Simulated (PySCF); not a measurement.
GaHI2, SMILES [I][GaH][I].

Geometry optimised at PBE-D3(BJ)/def2-SVP. The def2 effective core potentials stand for the cores of I; spin–orbit coupling is left out.

Level of theory: C-PCM-PBE0/def2-SVP in PySCF 2.14.0.

The values are the electrostatic part of the solvation free energy, E(continuum) − E(gas) at the gas-phase geometry, in a cavity of scaled van der Waals radii (PySCF's table); cavitation and dispersion terms are not included. A continuum can't describe solvent molecules that bind to the metal. In vacuum the orbital gap is 5.58 eV. The dipole moment in vacuum is 1.08 D.

```tsv
solvent	ε	ΔG(elec) (kcal/mol)	dipole (D)	gap (eV)
water	78.36	-3.5	1.82	6.01
tetrahydrofuran	7.43	-3.0	1.70	5.94
toluene	2.37	-1.9	1.45	5.81
```
